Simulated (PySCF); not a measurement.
Te(OMe)(SMe) (C₂H₆OSTe), SMILES CO[Te]SC.

Geometry: PBE0-D3(BJ)/def2-SVP. This is a generated structure with no PubChem entry under its InChIKey; it may be hypothetical. The def2 effective core potentials stand for the cores of Te; spin–orbit coupling is left out. The values are those of a single conformer.

Two levels are set side by side: TDDFT-PBE/def2-SVPD (PySCF) and TDDFT-PBE0/def2-SVPD (PySCF). Vertical, same geometry. The lowest singlet is HOMO→LUMO 98 % with PBE and HOMO→LUMO 99 % with the other functional; states are paired by order. Differences are taken from unrounded values.

| quantity | TDDFT-PBE0 | TDDFT-PBE | TDDFT-PBE minus TDDFT-PBE0 |
|---|---|---|---|
| lowest singlet excitation (eV) | 3.24 | 3.08 | -0.16 |
| lowest triplet excitation (TDA) (eV) | 2.56 | 2.47 | -0.09 |
| first bright state (f over 0.05) (eV) | 5.54 | 5.08 | -0.45 |
| its oscillator strength | 0.06 | 0.08 | 0.02 |

Functionals without exact exchange tend to place singlet excitations lower, as here. Differences between two approximate levels are no errors against the true value.

Rough cost on one machine, each run with all the roots and properties that it gave: TDDFT-PBE0 against TDDFT-PBE about 4 times.
